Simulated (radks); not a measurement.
Results of a calculation; reference values are marked as such.
Mean orbital radii <r> (bohr) of the caesium ion Cs+, [Xe], at several levels of relativity; Dirac values are averaged over j with weights 2j + 1. Spin-unpolarised spherical Kohn-Sham, BLYP, point nucleus unless stated (finite: rms radius 4.8041 fm), a radial shooting solver on a logarithmic mesh with Libxc functionals. A level marked "c x" has the speed of light scaled by that factor and shares open shells by 2j + 1; other Dirac levels either fill j = l - 1/2 first or share by 2j + 1.

| shell | non-rel. | Dirac, 2j+1 shares, finite nucleus | Dirac, c x 1.25 | Dirac, c x 100 | change of magnitude, last against first (%) |
|---|---|---|---|---|---|
| 1s | 0.02763 | 0.02611 | 0.02667 | 0.02763 | 0.00 |
| 2s | 0.1187 | 0.1117 | 0.1142 | 0.1187 | 0.00 |
| 2p | 0.1010 | 0.09795 | 0.09905 | 0.1010 | 0.00 |
| 3s | 0.3133 | 0.2988 | 0.3041 | 0.3133 | 0.00 |
| 3p | 0.3034 | 0.2966 | 0.2991 | 0.3034 | 0.00 |
| 3d | 0.2740 | 0.2736 | 0.2737 | 0.2740 | 0.00 |
| 4s | 0.7247 | 0.6947 | 0.7057 | 0.7246 | 0.00 |
| 4p | 0.7522 | 0.7391 | 0.7439 | 0.7522 | 0.00 |
| 4d | 0.8318 | 0.8373 | 0.8352 | 0.8318 | 0.00 |
| 5s | 1.810 | 1.737 | 1.764 | 1.810 | 0.00 |
| 5p | 2.095 | 2.076 | 2.083 | 2.095 | 0.00 |
